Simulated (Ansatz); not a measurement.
**SO2 ··· H2Te**

The pair of SO2 (SMILES O=S=O, atoms 1–3) and H2Te (SMILES [TeH2], atoms 4–6), both closed shells, in one local arrangement (a lower one may exist), relaxed at PBE0-D4/def2-TZVP:

O1  (-0.833, 0.187, -2.133)
S2  (0.013, 1.040, -1.347)
O3  (1.408, 0.713, -1.267)
Te4  (-0.874, -0.283, 1.698)
H5  (-0.394, -1.609, 0.830)
H6  (0.680, -0.048, 2.219)
(Å)

Ansatz 0.2.0; basis: def2-TZVPPD, with def2-QZVPPD for the basis limit; cores frozen in the correlated methods. Filled d shells of the heavier atoms are correlated. Core potentials replace the inner electrons of the atoms past krypton. The def2 sets are not built for correlating such inner shells, so the correlated values are less sure here. Extrapolation: Hartree–Fock as exp(−7.88 √X), correlation as X^−2.97. Interaction energies count from these two fragments, frozen as in the pair, with the counterpoise correction; negative means bound.

(1) What is the interaction energy by CCSD(T) at an estimated basis limit (MP2 extrapolated from triple and quadruple zeta, plus CCSD(T) − MP2 in triple zeta)? (Judge from chemistry; the value comes from the calculation.)

No T1 diagnostic of these runs exceeds 0.022. The restricted Hartree–Fock reference is unstable towards an unrestricted one at one or more of these structures.

Results:

(1) Computed: -7.7 kJ/mol. Hartree–Fock alone gives 6.1 kJ/mol at the basis limit, so without correlation the pair would not bind at this distance. Plain CCSD(T) in triple zeta gives -3.5 kJ/mol; the step to the limit is large here, so the limit is uncertain. It counts from the two fragments frozen as in the pair.

Basis-set superposition shift (counterpoise-corrected less uncorrected): CCSD(T) 4.0; MP2 4.0; HF 0.2; PBE0-D4 0.2; wB97M-V 0.3 kJ/mol.

For scale, one of the runs: CCSD(T)/def2-TZVPPD, 224 basis functions, launched by `ansatz run in.yaml --threads 4 --pin off --events-out ev --progress --plain --max-ram 9574MiB`. The run took 75 s on 4 CPU threads of an Intel Xeon Platinum 8488C (shared host), with 4.1 GiB of host memory at its peak.
